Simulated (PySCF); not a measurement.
**Optical rotation: `C[C@@]1(O)C[C@@H]1C#N`, C5H7NO**

Geometry:
| atom | x (Å) | y (Å) | z (Å) |
| --- | --- | --- | --- |
| C1 | -1.646 | 0.649 | -0.118 |
| C2 | -0.352 | -0.003 | 0.305 |
| O3 | -0.224 | 0.034 | 1.684 |
| C4 | 0.190 | -1.155 | -0.477 |
| C5 | 0.875 | 0.201 | -0.581 |
| C6 | 2.140 | 0.346 | 0.038 |
| N7 | 3.140 | 0.444 | 0.589 |
| H8 | -1.767 | 0.610 | -1.196 |
| H9 | -1.659 | 1.686 | 0.210 |
| H10 | -2.477 | 0.131 | 0.357 |
| H11 | 0.649 | -0.279 | 1.950 |
| H12 | 0.724 | -1.932 | 0.052 |
| H13 | -0.351 | -1.506 | -1.342 |
| H14 | 0.757 | 0.772 | -1.494 |

The calculation used PySCF, TDDFT CAM-B3LYP/def2-SVPD circular dichroism and optical rotation, one conformer, gas phase. Geometry: GFN2-xTB.

The molecule is flexible and this is one conformer; a measurement averages over conformers. States above about 9.2 eV lie in this functional's continuum (it starts at minus the energy of the highest occupied orbital, well below the true ionisation energy for most functionals) and depend on the basis.

Stereocentres: C2 R, C5 R.

(1) What is the specific rotation at 633, 589.3, 546, 436, 405, 365, 355 nm?

(2) And for the mirror image at 589.3 nm?

(3) What is the molar rotation [Φ] = [α]·M/100 of the geometry above at 589.3 nm?

## Answers

(1) [α] in deg dm⁻¹ (g/mL)⁻¹:
| λ (nm) | origin-invariant length gauge | modified velocity gauge | length gauge (centre of mass) | isotropic polarisability (au) |
| --- | --- | --- | --- | --- |
| 633 | +68.3 | +62.5 | +70.0 | 66.5 |
| 589.3 | +79.9 | +73.1 | +81.9 | 66.7 |
| 546 | +94.7 | +86.5 | +97.0 | 67.0 |
| 436 | +159.4 | +145.3 | +163.3 | 68.1 |
| 405 | +190.7 | +173.7 | +195.4 | 68.6 |
| 365 | +248.2 | +225.4 | +254.2 | 69.5 |
| 355 | +266.9 | +242.3 | +273.4 | 69.8 |

(2) -79.9 deg dm⁻¹ (g/mL)⁻¹ (origin-invariant length gauge): the same size and the opposite sign.

(3) With M = 97.12 g/mol, +77.6 deg cm² dmol⁻¹ (origin-invariant length gauge).

The first excitation lies at 6.83 eV (182 nm) with R = +2.3 × 10⁻⁴⁰ esu² cm² (velocity form).
